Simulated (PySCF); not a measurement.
## Basis-set dependence of population analyses: `[SiH3]C#C[SiH2]Cl`

Compound: C2H5ClSi2.
Atom-mapped SMILES: `[SiH3:1][C:2]#[C:3][SiH2:4][Cl:5]` (hydrogens: H6, H7, H8 on Si1; H9, H10 on Si4)

PBE0 throughout (PySCF), one geometry, spherical d and f functions. Geometry: PBE0-D3(BJ)/def2-SVP; no solvent, vibrations or thermal averaging. Atoms taken as equivalent share a column and are averaged.

Mulliken charges (e):

| basis | functions | Si1 | C2 | C3 | Si4 | Cl5 | H6/H7/H8 | H9/H10 |
| --- | --- | --- | --- | --- | --- | --- | --- | --- |
| STO-3G | 42 | +0.570 | -0.228 | -0.250 | +0.709 | -0.339 | -0.100 | -0.082 |
| 6-31G | 67 | +0.580 | -0.285 | -0.308 | +0.691 | -0.295 | -0.081 | -0.070 |
| pcSseg-0 | 67 | +0.618 | -0.472 | -0.506 | +0.880 | -0.378 | -0.035 | -0.019 |
| 6-31G* | 92 | +0.312 | -0.124 | -0.130 | +0.449 | -0.263 | -0.051 | -0.045 |
| def2-SVP | 107 | +0.389 | -0.207 | -0.213 | +0.551 | -0.255 | -0.053 | -0.053 |
| cc-pVDZ | 107 | +0.252 | -0.134 | -0.135 | +0.399 | -0.221 | -0.033 | -0.030 |
| pcSseg-1 | 131 | +0.513 | -0.264 | -0.279 | +0.708 | -0.323 | -0.074 | -0.067 |
| aug-cc-pVDZ | 172 | -0.550 | -0.078 | +0.115 | -0.058 | -0.404 | +0.179 | +0.219 |
| 6-311+G(2d,p) | 189 | +0.284 | +0.007 | -0.290 | +0.426 | -0.220 | -0.045 | -0.036 |
| def2-TZVP | 203 | +0.221 | -0.187 | -0.200 | +0.424 | -0.237 | -0.004 | -0.004 |
| cc-pVTZ | 232 | +0.233 | -0.160 | -0.166 | +0.400 | -0.215 | -0.018 | -0.019 |
| IGLO-III | 252 | +0.741 | -0.301 | -0.324 | +0.991 | -0.387 | -0.143 | -0.145 |

IAO charges (e):

| basis | functions | Si1 | C2 | C3 | Si4 | Cl5 | H6/H7/H8 | H9/H10 |
| --- | --- | --- | --- | --- | --- | --- | --- | --- |
| STO-3G | 42 | +0.654 | -0.277 | -0.310 | +0.746 | -0.292 | -0.111 | -0.093 |
| 6-31G | 67 | +0.469 | -0.240 | -0.295 | +0.660 | -0.284 | -0.061 | -0.064 |
| pcSseg-0 | 67 | +0.460 | -0.247 | -0.300 | +0.664 | -0.279 | -0.057 | -0.064 |
| 6-31G* | 92 | +0.605 | -0.275 | -0.324 | +0.803 | -0.307 | -0.097 | -0.105 |
| def2-SVP | 107 | +0.611 | -0.279 | -0.319 | +0.809 | -0.298 | -0.101 | -0.111 |
| cc-pVDZ | 107 | +0.598 | -0.280 | -0.322 | +0.801 | -0.304 | -0.095 | -0.104 |
| pcSseg-1 | 131 | +0.620 | -0.285 | -0.331 | +0.821 | -0.309 | -0.100 | -0.108 |
| aug-cc-pVDZ | 172 | +0.599 | -0.282 | -0.324 | +0.806 | -0.310 | -0.095 | -0.102 |
| 6-311+G(2d,p) | 189 | +0.631 | -0.290 | -0.333 | +0.833 | -0.312 | -0.103 | -0.111 |
| def2-TZVP | 203 | +0.640 | -0.292 | -0.333 | +0.845 | -0.313 | -0.106 | -0.115 |
| cc-pVTZ | 232 | +0.624 | -0.289 | -0.330 | +0.833 | -0.312 | -0.102 | -0.111 |
| IGLO-III | 252 | +0.638 | -0.293 | -0.333 | +0.838 | -0.308 | -0.105 | -0.113 |

Hirshfeld charges (e):

```csv
basis,functions,Si1,C2,C3,Si4,Cl5,H6/H7/H8,H9/H10
STO-3G,42,+0.399,-0.154,-0.178,+0.526,-0.275,-0.068,-0.057
6-31G,67,+0.331,-0.124,-0.151,+0.367,-0.157,-0.055,-0.050
pcSseg-0,67,+0.346,-0.131,-0.159,+0.387,-0.151,-0.059,-0.058
6-31G*,92,+0.329,-0.118,-0.138,+0.357,-0.140,-0.059,-0.056
def2-SVP,107,+0.345,-0.125,-0.145,+0.362,-0.114,-0.064,-0.065
cc-pVDZ,107,+0.341,-0.125,-0.144,+0.362,-0.124,-0.062,-0.061
pcSseg-1,131,+0.345,-0.127,-0.148,+0.370,-0.130,-0.062,-0.061
aug-cc-pVDZ,172,+0.344,-0.133,-0.153,+0.365,-0.121,-0.061,-0.060
"6-311+G(2d,p)",189,+0.348,-0.134,-0.153,+0.364,-0.118,-0.062,-0.060
def2-TZVP,203,+0.340,-0.129,-0.148,+0.358,-0.116,-0.062,-0.061
cc-pVTZ,232,+0.338,-0.127,-0.146,+0.358,-0.119,-0.061,-0.060
IGLO-III,252,+0.337,-0.133,-0.153,+0.353,-0.106,-0.059,-0.060
```

ESP-fitted charges (e):

| basis | functions | Si1 | C2 | C3 | Si4 | Cl5 | H6/H7/H8 | H9/H10 |
| --- | --- | --- | --- | --- | --- | --- | --- | --- |
| STO-3G | 42 | +0.333 | -0.104 | -0.236 | +0.631 | -0.315 | -0.053 | -0.074 |
| 6-31G | 67 | +0.393 | -0.147 | -0.208 | +0.544 | -0.277 | -0.064 | -0.057 |
| pcSseg-0 | 67 | +0.490 | -0.202 | -0.245 | +0.689 | -0.297 | -0.083 | -0.094 |
| 6-31G* | 92 | +0.322 | -0.161 | -0.100 | +0.269 | -0.172 | -0.049 | -0.006 |
| def2-SVP | 107 | +0.330 | -0.179 | -0.084 | +0.234 | -0.136 | -0.050 | -0.007 |
| cc-pVDZ | 107 | +0.278 | -0.169 | -0.070 | +0.175 | -0.132 | -0.036 | +0.013 |
| pcSseg-1 | 131 | +0.404 | -0.197 | -0.114 | +0.313 | -0.171 | -0.066 | -0.018 |
| aug-cc-pVDZ | 172 | +0.275 | -0.159 | -0.062 | +0.133 | -0.122 | -0.037 | +0.023 |
| 6-311+G(2d,p) | 189 | +0.276 | -0.168 | -0.050 | +0.105 | -0.111 | -0.036 | +0.029 |
| def2-TZVP | 203 | +0.280 | -0.166 | -0.053 | +0.125 | -0.110 | -0.039 | +0.020 |
| cc-pVTZ | 232 | +0.294 | -0.169 | -0.063 | +0.153 | -0.118 | -0.042 | +0.014 |
| IGLO-III | 252 | +0.281 | -0.179 | -0.020 | +0.032 | -0.084 | -0.038 | +0.043 |

Which scheme is steadiest as the basis changes?

Largest range over the bases for any column: Hirshfeld 0.17 e, IAO 0.19 e, ESP-fitted 0.66 e, Mulliken 1.29 e. Hirshfeld charges move least and Mulliken charges most, counted in e. Without the minimal STO-3G basis the ranges are Hirshfeld 0.05, IAO 0.19, ESP-fitted 0.66, Mulliken 1.29 e.

How much do the charges still move between the two largest bases, cc-pVTZ and IGLO-III?

At most, over all atoms: Mulliken 0.590 e, IAO 0.014 e, Hirshfeld 0.013 e, ESP-fitted 0.122 e.

What do the same runs give for the total energy, the frontier levels and the dipole moment?

```json
{"basis": "STO-3G", "energy (Eh)": "-1105.2788", "HOMO (eV)": "-5.91", "LUMO (eV)": "3.21", "μ (D)": "2.83"}
{"basis": "6-31G", "energy (Eh)": "-1117.7278", "HOMO (eV)": "-8.29", "LUMO (eV)": "-1.04", "μ (D)": "2.61"}
{"basis": "pcSseg-0", "energy (Eh)": "-1116.4967", "HOMO (eV)": "-8.58", "LUMO (eV)": "-1.24", "μ (D)": "2.54"}
{"basis": "6-31G*", "energy (Eh)": "-1117.8391", "HOMO (eV)": "-8.23", "LUMO (eV)": "-1.10", "μ (D)": "1.90"}
{"basis": "def2-SVP", "energy (Eh)": "-1117.5130", "HOMO (eV)": "-8.34", "LUMO (eV)": "-1.13", "μ (D)": "1.49"}
{"basis": "cc-pVDZ", "energy (Eh)": "-1117.8989", "HOMO (eV)": "-8.26", "LUMO (eV)": "-1.10", "μ (D)": "1.60"}
{"basis": "pcSseg-1", "energy (Eh)": "-1117.8507", "HOMO (eV)": "-8.42", "LUMO (eV)": "-1.28", "μ (D)": "1.78"}
{"basis": "aug-cc-pVDZ", "energy (Eh)": "-1117.9075", "HOMO (eV)": "-8.34", "LUMO (eV)": "-1.27", "μ (D)": "1.57"}
{"basis": "6-311+G(2d,p)", "energy (Eh)": "-1117.9525", "HOMO (eV)": "-8.39", "LUMO (eV)": "-1.34", "μ (D)": "1.51"}
{"basis": "def2-TZVP", "energy (Eh)": "-1117.9636", "HOMO (eV)": "-8.38", "LUMO (eV)": "-1.28", "μ (D)": "1.42"}
{"basis": "cc-pVTZ", "energy (Eh)": "-1117.9708", "HOMO (eV)": "-8.36", "LUMO (eV)": "-1.24", "μ (D)": "1.47"}
{"basis": "IGLO-III", "energy (Eh)": "-1117.9570", "HOMO (eV)": "-8.35", "LUMO (eV)": "-1.25", "μ (D)": "1.32"}
```

The dipole is fixed by the density alone, so its range of 1.51 D shows that the density itself changes with the basis, not only its division among atoms.
